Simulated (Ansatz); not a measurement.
Ansatz results at the PBE0-D4/def2-TZVP geometry: HOMO–LUMO gap (ωB97M-V/def2-TZVPP) 10.61 eV; HOMO energy (PBE0/def2-TZVPP) -7.45 eV; size of the dipole moment (ωB97M-V/def2-TZVPP) 2.75 D.

(1) Which molecule gave them?
A. `F[SiH]([SiH3])[CH2][AlH2]`
B. `C1=C[Se]1`
C. `[SiH3]C1=CC1Br`
D. `OC1CBS1`

Answers

(1) C. The others give `C1=C[Se]1`: 9.15, -5.56, 2.19; `F[SiH]([SiH3])[CH2][AlH2]`: 10.94, -8.07, 0.37; `OC1CBS1`: 10.95, -7.67, 1.70.
